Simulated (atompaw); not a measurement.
**Pseudopotential generation for Zn: PAW (atompaw), PBE, scalar-relativistic.**

```json
{
 "Element": "zinc",
 "Generator": "atompaw 4.2.0.5",
 "Type": "PAW",
 "Functional": "PBE",
 "Relativity": "scalar-relativistic",
 "Frozen core": "[Ne]",
 "Valence charge": "20",
 "Reference configuration": "3s2 3p6 3d10 4s0 4p0 (charge +2)",
 "Partial waves": "3s (bound): rc 1.05 bohr; 4s (bound, empty): rc 1.25 bohr; 3p (bound): rc 1.00 bohr; 4p (bound, empty): rc 1.25 bohr; 3d (bound): rc 1.25 bohr; 3d channel at -1.75 Ry: rc 1.25 bohr",
 "Local potential": "bessel scheme, radius 0.85 bohr",
 "Core correction": "smooth core density matched at 1.00 bohr",
 "Augmentation charge": "gaussian compensation charge, radius 1.15 bohr; PAW radius 1.25 bohr; waves and projectors: custom polynom2 7 10 vanderbiltortho"
}
```

All-electron outer shells of the reference configuration (PBE, scalar-relativistic, ld1.x):

```
shell  level (eV)  outermost node (bohr)  outermost maximum (bohr)
   2p    -1024.59                      –                      0.15
   3s     -150.11                   0.28                      0.59
   3p     -104.31                   0.25                      0.59
   3d      -30.86                      –                      0.57
   4s      -23.03                   0.84                      1.89
   4p      -15.66                   0.91                      2.31
```

**Question.** Does the generator finish with these settings?

**Answer.** Yes, a potential is produced.

**Question.** Is the overlap operator S = 1 + Σ q|β⟩⟨β| positive definite (Bessel basis up to 400 Ry)?

**Answer.** Yes: its lowest eigenvalue is 0.69 (p channel).

A Bessel basis up to 400 Ry misses an occupied level by 0.05 Ry, so cutoffs and ghosts were not judged.
